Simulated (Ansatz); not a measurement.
An input meant for `S/C=C/c1ccc(/C=C/c2ccc(/C=C/c3ccc(S)cc3)cc2)cc1` (charge 0, singlet).

```yaml
crystal:
  periodic: [false, false, false]
  atoms:
    - {symbol: S, position_ang: [-11.096822, -1.148362, 1.307524]}
    - {symbol: C, position_ang: [-9.361060, -0.890131, 1.449969]}
    - {symbol: C, position_ang: [-8.512075, -0.994248, 0.393444]}
    - {symbol: C, position_ang: [-7.061101, -0.837543, 0.426315]}
    - {symbol: C, position_ang: [-6.312549, -0.642178, 1.614732]}
    - {symbol: C, position_ang: [-4.928801, -0.484621, 1.576651]}
    - {symbol: C, position_ang: [-4.203861, -0.511755, 0.355760]}
    - {symbol: C, position_ang: [-2.758345, -0.330592, 0.377593]}
    - {symbol: C, position_ang: [-1.929990, -0.238818, -0.703693]}
    - {symbol: C, position_ang: [-0.484721, -0.062687, -0.693406]}
    - {symbol: C, position_ang: [0.204127, 0.081416, -1.923941]}
    - {symbol: C, position_ang: [1.587244, 0.252733, -1.969173]}
    - {symbol: C, position_ang: [2.368762, 0.285910, -0.787099]}
    - {symbol: C, position_ang: [3.811205, 0.458690, -0.892465]}
    - {symbol: C, position_ang: [4.716293, 0.478286, 0.128259]}
    - {symbol: C, position_ang: [6.160407, 0.649895, 0.015810]}
    - {symbol: C, position_ang: [6.833265, 0.852991, -1.216076]}
    - {symbol: C, position_ang: [8.217682, 1.010234, -1.275932]}
    - {symbol: C, position_ang: [8.996940, 0.971559, -0.097341]}
    - {symbol: S, position_ang: [10.758539, 1.162965, -0.089362]}
    - {symbol: C, position_ang: [8.346514, 0.771486, 1.139179]}
    - {symbol: C, position_ang: [6.959679, 0.615599, 1.186002]}
    - {symbol: C, position_ang: [1.678168, 0.141859, 0.447685]}
    - {symbol: C, position_ang: [0.298734, -0.026792, 0.493032]}
    - {symbol: C, position_ang: [-4.952144, -0.721077, -0.831020]}
    - {symbol: C, position_ang: [-6.335388, -0.879960, -0.793269]}
    - {symbol: H, position_ang: [-11.414373, -0.743429, 2.566901]}
    - {symbol: H, position_ang: [-8.994186, -0.657011, 2.461808]}
    - {symbol: H, position_ang: [-8.941550, -1.209163, -0.601291]}
    - {symbol: H, position_ang: [-6.822720, -0.620099, 2.589677]}
    - {symbol: H, position_ang: [-4.375961, -0.333371, 2.517612]}
    - {symbol: H, position_ang: [-2.318797, -0.251594, 1.386914]}
    - {symbol: H, position_ang: [-2.376352, -0.291239, -1.711649]}
    - {symbol: H, position_ang: [-0.373033, 0.058631, -2.861962]}
    - {symbol: H, position_ang: [2.090828, 0.362936, -2.942740]}
    - {symbol: H, position_ang: [4.181197, 0.578963, -1.925307]}
    - {symbol: H, position_ang: [4.349139, 0.348378, 1.160861]}
    - {symbol: H, position_ang: [6.259903, 0.891020, -2.154213]}
    - {symbol: H, position_ang: [8.703602, 1.166150, -2.251554]}
    - {symbol: H, position_ang: [10.900938, 1.322383, -1.433928]}
    - {symbol: H, position_ang: [8.933498, 0.738225, 2.069796]}
    - {symbol: H, position_ang: [6.470420, 0.459998, 2.160595]}
    - {symbol: H, position_ang: [2.241794, 0.163158, 1.392420]}
    - {symbol: H, position_ang: [-0.190825, -0.139613, 1.471918]}
    - {symbol: H, position_ang: [-4.437169, -0.767042, -1.802127]}
    - {symbol: H, position_ang: [-6.887031, -1.042170, -1.732920]}
basis:
  gaussian: {orbitals: def2-TZVP, fitting: {mean_field: def2-universal-jkfit}}
hamiltonian: {xc: {name: HF}, pseudopotentials: {relativity: scalar}}
smearing: {width: 0.1}
```

```sh
$ ansatz run in.yaml --threads 2 --pin off --events-out ev --progress --plain --max-ram 22528MiB --backend cuda --devices 0, --max-vram 18GiB
```

Shortened log:

```
Error: YAML parse error: error: line 53 column 1: unknown field `smearing`, expected one of crystal, accuracy, basis, kpoints, hamiltonian, magnetization, projection, total_charge, correlation, batch, efield, external_charges, scf, relax, neb, saddle, md, ramp, phonons, dielectric, real_time, elastic, magnetic_configurations, gw, evaluate, workflow, output, checkpoint, execution
51 |   gaussian: {orbitals: def2-TZVP, fitting: {mean_field: def2-univ…
52 | hamiltonian: {xc: {name: HF}, pseudopotentials: {relativity: scal…
53 | smearing: {width: 0.1}
```

Question: What is wrong with this run?

Answer: The input holds a key that doesn't belong there. The input was rejected before any iteration.
